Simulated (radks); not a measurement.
Coulomb parameter of the 3d shell of the cobalt ion Co3+ in the model configuration [Ar] 3d5 4s1, as a second difference U = [E(n + 1) + E(n - 1) - 2 E(n)] / (1)^2 with all orbitals relaxed. "Bare": the charge of the atom changes with n. "Screened": the 4s shell takes up the change at fixed total charge, which measures U(3d,3d) + U(4s,4s) - 2 U(3d,4s). Method: scalar-relativistic Kohn-Sham, PBE, spin-unpolarised, spherical densities, finite nucleus; Fermi nuclear charge, rms radius 3.7875 fm; computed with a radial shooting solver on a logarithmic mesh with Libxc functionals.

case         configuration  E - E(n) (eV)
start         [Ar] 3d5 4s1          0.000
bare +1       [Ar] 3d6 4s1        -42.919
bare -1       [Ar] 3d4 4s1         63.599
screened +1       [Ar] 3d6        -15.191
screened -1   [Ar] 3d4 4s2         20.545

U(bare) = 20.680 eV, U(screened by 4s) = 5.355 eV, against the Slater integral F0(3d,3d) = 28.048 eV with frozen orbitals.
